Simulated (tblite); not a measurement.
Run record: tight-binding relaxation, `n1c(onc1C#[C])Br` [radical].

Computed with GFN2-xTB geometry optimisation, gas phase (tblite 0.8.0). Start geometry: from a force field or distance geometry. The command runs a driver script over a list of jobs; the input below is this job's line of settings and its coordinates in Å.

Command:
```bash
OMP_NUM_THREADS=1 python probes_run.py task.json out
```

Input:
```
{"job": {"kind": "relax", "xc": "GFN2-xTB", "basis": "xTB"}, "charge": 0, "multiplicity": 2}
C      3.357200     0.976800    -0.650900
C      1.912600     0.461000    -0.383000
C      0.607200    -0.024600    -0.114600
N      0.329700    -1.321800    -0.077200
O     -1.045900    -1.349200     0.205700
C     -1.449700    -0.041400     0.275900
Br    -3.244400     0.489100     0.625400
N     -0.457600     0.819500     0.094100
```

Output:
```
step      E/eV     max force
  0    -604.62595    9.536
  1    -606.53275    8.745
  2    -602.41372   52.436
  3    -606.95678    6.126
  4    -607.13141    4.108
  5    -607.29998    3.079
  6    -607.33248    1.442
  7    -607.35803    0.197
  8    -607.36082    0.158
  9    -607.36152    0.094
... (8 lines left out)
 18    -607.36496    0.042
 19    -607.36500    0.028
 20    -607.36503    0.015
 21    -607.36505    0.026
 22    -607.36511    0.056
 23    -607.36520    0.088
 24    -607.36532    0.097
 25    -607.36541    0.059
 26    -607.36544    0.012
 27    -607.36545    0.004
```

«max force» is the largest atomic force in eV/Å.

In short: energy lowered by 63.2 kcal/mol over 27 steps; largest atomic force 0.004 eV/Å at the end.

Hardware: Arm Neoverse V1, one thread, shared host with 32 logical CPUs at a one-minute load of 27. Cost: 0.15 s of wall time.
Labels such as C1 count atoms from 1, the log's own numbers from 0.
